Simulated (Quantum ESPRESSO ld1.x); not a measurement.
Species: Os33+. Configuration: [Kr] 4d7. All-electron calculation, scalar-relativistic Kohn-Sham, relativistic LDA (MacDonald-Vosko exchange, VWN5 correlation), spin-unpolarised, spherical densities, point nucleus. Program: ld1.x of Quantum ESPRESSO 7.5.

Unscreened Slater integrals over Kohn-Sham orbitals (eV).

integral    value
F0(4d,4d)  58.206
F2(4d,4d)  29.718
F4(4d,4d)  20.220
F0(4d,4p)  58.284
F2(4d,4p)  29.941
G1(4d,4p)  37.344
G3(4d,4p)  23.883
F0(4d,4s)  59.313
G2(4d,4s)  29.656
F0(4d,3d)  74.916
F2(4d,3d)  21.565
F4(4d,3d)  10.746
G0(4d,3d)  6.8285
G2(4d,3d)  8.6702
G4(4d,3d)  6.8273
F0(4d,3p)  73.153
F2(4d,3p)  21.766
G1(4d,3p)  5.1237
G3(4d,3p)  5.4414
F0(4p,4p)  58.511
F2(4p,4p)  30.555
F0(4p,4s)  59.526
G1(4p,4s)  40.269
F0(4p,3d)  74.426
F2(4p,3d)  20.871
G1(4p,3d)  6.7151
G3(4p,3d)  6.7703
F0(4p,3p)  73.235
F2(4p,3p)  22.360
G0(4p,3p)  5.9939
G2(4p,3p)  7.1927
F0(4s,4s)  60.637
F0(4s,3d)  76.312
G2(4s,3d)  7.0278
F0(4s,3p)  75.070
G1(4s,3p)  7.3496
F0(3d,3d)  140.92
F2(3d,3d)  71.902
F4(3d,3d)  46.280
F0(3d,3p)  131.82
F2(3d,3p)  63.433
G1(3d,3p)  69.530
G3(3d,3p)  45.863
F0(3p,3p)  126.48
F2(3p,3p)  63.362

Derived for the open shells (J is the average intra-shell exchange parameter used in DFT+U). 4d: Racah B = F2/49 - 5 F4/441 = 0.3772 eV, C = 35 F4/441 = 1.605 eV, C/B = 4.25, F4/F2 = 0.680, J = (F2 + F4)/14 = 3.567 eV.
